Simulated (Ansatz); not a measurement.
C₃H₇O₂ (SMILES COC[CH]O), doublet, geometry from GFN2-xTB; R2SCAN/def2-SVP in Ansatz (a first-principles code).

Here is a job for Ansatz.
Ansatz 0.2 input:
```yaml
crystal:
  periodic: [false, false, false]
  atoms:
    - {symbol: C, position_ang: [1.94619892, 0.86606572, 0.18885141]}
    - {symbol: O, position_ang: [0.59022519, 0.52583716, 0.28955219]}
    - {symbol: C, position_ang: [0.15628695, -0.35495568, -0.72677514]}
    - {symbol: C, position_ang: [-1.29230339, -0.62643041, -0.51925532]}
    - {symbol: O, position_ang: [-1.82019372, -0.49210313, 0.72964401]}
    - {symbol: H, position_ang: [2.15863515, 1.37589211, -0.75851598]}
    - {symbol: H, position_ang: [2.16141740, 1.53677599, 1.01835714]}
    - {symbol: H, position_ang: [2.58511519, -0.02316283, 0.26128712]}
    - {symbol: H, position_ang: [0.76405915, -1.28675436, -0.68747395]}
    - {symbol: H, position_ang: [0.32260412, 0.08736248, -1.72414028]}
    - {symbol: H, position_ang: [-1.82534441, -1.30066663, -1.16232094]}
    - {symbol: H, position_ang: [-1.18783320, 0.03260304, 1.24231141]}
basis:
  gaussian:
    orbitals: def2-SVP
hamiltonian:
  xc: r2scan
magnetization: {spin_polarized: true, initial_magnetization: 1}
scf: {lower_state_search: light}
```

The log (banner, timings and long lists left out):

```
Functional definition: r2SCAN
1166 factors; their error is unknown
mean field evaluation 1: about -7301.1612 eV, gradient 3.7e1 eV
mean field evaluation 2: about -7298.1406 eV, gradient 4.7e1 eV
mean field evaluation 4: about -7307.4926 eV, gradient 2.1e0 eV
mean field evaluation 8: about -7307.5152 eV, gradient 1.1e-1 eV
mean field evaluation 16: about -7307.4625 eV, gradient 2.5e-4 eV
mean field -7307.46249449 eV, -268.5442934964 hartree, gradient 4.2e-5 eV, S^2 0.755273; 0 other end points of the search recorded, 0 dependent functions left out
reference -7307.46250504 eV, -268.5442938842 hartree; 21, 20 occupied and 84, 85 virtual orbitals, 1166 factors
Total energy: -7307.46250504 eV, -268.5442938842 hartree
```
